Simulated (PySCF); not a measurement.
**Ga: ionisation energy**

Ga [Ar] 3d10 4s2 4p1 (2P) → Ga⁺ [Ar] 3d10 4s2 (1S), as a difference of total energies. All numbers are calculated (PySCF 2.14, scalar relativity by spin-free X2C-1e, in aug-cc-pVQZ-DK (8s7p5d3f2g, 93 functions)). Correlated levels: valence: [Ar] 3d10 frozen. The calculations carry no spin-orbit coupling.

**Question.** Order these methods by the ionisation energy they give, lowest first.
A. SCS-MP2 (valence)
B. PBE0
C. wB97X-V
D. r2SCANh

**Answer.** A (5.751 eV), C (5.854 eV), B (5.980 eV), D (6.103 eV).

Errors of the correlated levels include the incompleteness of this basis and the frozen core.

For comparison: 5.931 eV (measured; NIST levels, between the centres of gravity of the two terms).
